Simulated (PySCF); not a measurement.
CH4ClSi (calculated)

Computed with PySCF 2.14.0. Calculation on a computer-drawn molecule: optimised geometry and harmonic frequencies of an isolated molecule of the commonest isotopes, restricted reference for singlets and unrestricted otherwise, frozen core in MP2.

```json
{"formula": "CH4ClSi", "start_structure": {"atoms_angstrom": [["C", -0.2287, -0.3969, 1.8739], ["Si", -0.2925, 1.3953, 1.1143], ["Cl", -0.0559, 2.5454, 3.1036], ["H", 0.5928, -0.5477, 2.5805], ["H", -1.1668, -0.6406, 2.3826], ["H", -0.1085, -1.1152, 1.0506], ["H", 1.1916, 1.4872, 0.7477]]}, "given": {"charge": -1, "multiplicity": 1, "method": "MP2", "basis": "aug-cc-pV(D+d)Z", "drawn_bonds_atom": [1, 2, 1, 1, 1, 2], "drawn_bonds_other_atom": [2, 3, 4, 5, 6, 7], "drawn_bonds_order": [1, 1, 1, 1, 1, 1]}, "results": {"rotational_constants [GHz]": null}}
```

To be estimated
1. Give the missing rotational constants for CH4ClSi.
2. Give the table of modes values for CH4ClSi.

Calculated values
1. 13.32, 3.857, 3.134 GHz
2. 
Modes:
```tsv
frequency (cm⁻¹)	reduced mass (dalton)
169.4	1.582
201.3	1.631
346.8	17.94
591.7	2.886
605.2	1.144
713.8	1.141
749.6	1.265
901	1.231
1205	1.232
1428	1.053
1444	1.057
1953	1.042
3005	1.035
3098	1.097
3119	1.102
```

Further results for CH4ClSi:

- total energy: -789.1095 hartree
- convergence status largest gradient component: 3.801e-05 hartree/bohr

Optimised structure:
```xyz
7
CH4ClSi
C     -0.2291    -0.3890     1.8715
Si    -0.3022     1.4114     1.1084
Cl    -0.0525     2.5119     3.0996
H      0.6004    -0.5256     2.5887
H     -1.1751    -0.6357     2.3865
H     -0.1016    -1.1210     1.0479
H      1.1922     1.4756     0.7505
```
